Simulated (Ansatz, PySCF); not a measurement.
Gas-phase reaction in SMILES: FC(F)Cl → F[C](F)Cl + H atom (the C-H bond at the site shown breaks; other sites are not compared here)
Structures are relaxed separately at B3LYP-D3(BJ)/def2-TZVP in Ansatz (a first-principles code).

Wanted: bond dissociation energy (0 K, with B3LYP-D3(BJ) harmonic zero-point energies from PySCF), in kcal/mol. Valence correlation only, unless marked. Open shells are spin-unrestricted. Spin-orbit coupling is left out. Non-relativistic unless marked X2C. CBS marks a two-point X^-3 extrapolation of the correlation energy; Hartree-Fock from the larger set. [CCSD(T)-MP2]/basis is that difference in the basis named.

| level | program | bond dissociation energy (kcal/mol) |
|---|---|---|
| HF/cc-pV(T+d)Z | Ansatz | 76.4 |
| PBE/def2-TZVPD | Ansatz | 93.6 |
| r2SCAN-D4/def2-TZVPD | Ansatz + dftd4 | 93.7 |
| B3LYP/def2-TZVPD | Ansatz | 96.5 |
| TPSSh-D3(BJ)/def2-TZVPD | PySCF + dftd3 | 96.8 |
| RPA@PBE/cc-pV(T+d)Z | Ansatz | 97.6 |

Estimate the value at RI-MP2/CBS(cc-pV(T+d)Z,cc-pV(Q+d)Z)+[CCSD(T)-MP2]/cc-pV(T+d)Z as computed with Ansatz.

101.5 kcal/mol, so RPA@PBE/cc-pV(T+d)Z differs from it by -3.9 kcal/mol.
